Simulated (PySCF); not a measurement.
Isomers C₈H₆O:

A. SMILES C12=COC=C1C=CC=C2
B. `O=Cc1ccc2c(c1)C2`
C. SMILES c1cc(C#C)cc(O)c1

Spectrum 1. ¹H NMR (300 MHz, computed): δ 7.55 (m, 1H), 7.38 (m, 1H), 7.16 (d, 1H), 6.95 (s, 1H), 4.31 (br s, 1H), 2.77 (s, 1H). ¹³C{¹H} NMR (computed): δ 163.5 (C), 135.6 (CH), 131.1 (CH), 127.8 (C), 122.8 (CH), 120.7 (CH), 88.9 (C), 87.2 (CH).

Spectrum 2. ¹H NMR (300 MHz, computed): δ 10.16 (s, 1H), 8.56 (d, 1H), 7.75 (d, 1H), 7.69 (s, 1H), 3.64 (s, 2H). ¹³C{¹H} NMR (computed): δ 194.6 (CH), 143.2 (C), 141.4 (C), 139.4 (CH), 134.0 (C), 123.5 (CH), 119.4 (CH), 24.1 (CH2).

Spectrum 3. ¹H NMR (300 MHz, computed): δ 8.20 (m, 2H), 7.84 (m, 2H), 7.27 (m, 2H). ¹³C{¹H} NMR (computed): δ 139.1 (CH), 130.3 (C), 129.3 (CH), 124.7 (CH).

Method: couplings computed with B3LYP/pcJ-1 (spin–dipole term left out of most H,H and C,H couplings), geometry from GFN2-xTB, GIAO PBE0/pcSseg-1 shieldings, in PySCF (in vacuum, one conformer, relativity neglected, one averaged value for each set of equivalent atoms).

Scale: TMS for ¹H and ¹³C (reference shieldings calculated alike). Multiplet labels drop J under 1 Hz and among equivalent protons, and merge close values. Unscaled 3J(H,H) run several per cent high. Where no couplings were computed, multiplicities follow the n + 1 count of equivalent neighbours, and m marks all less simple cases (inequivalent or close neighbours, rings, F or P nearby). Shifts are as computed. Against solution values, carbons near 30 ppm lie about +3 ppm off and those near 130 ppm about +5 ppm. Of 1211 compounds with measured shifts, 218 miss one by over three times the rms of a fit or turn the order of signals round; such compounds aren't used in these exercises. OH and NH positions are gas-phase values without hydrogen bonding to other molecules.

Match each spectrum to its structure.

## Answers

1–C, 2–B, 3–A.

- Spectrum 1 (C): 8 ¹³C signals; δC 163.5 is an aromatic carbon bearing oxygen; δC 135.6 is an aromatic CH.
- Spectrum 2 (B): 8 ¹³C signals; δC 194.6 is an aldehyde carbonyl carbon; δC 139.4 is an aromatic CH.
- Spectrum 3 (A): 4 ¹³C signals; δC 129.3 is an aromatic CH; δH 8.20 is the hydrogen on an aromatic CH next to the ring oxygen.
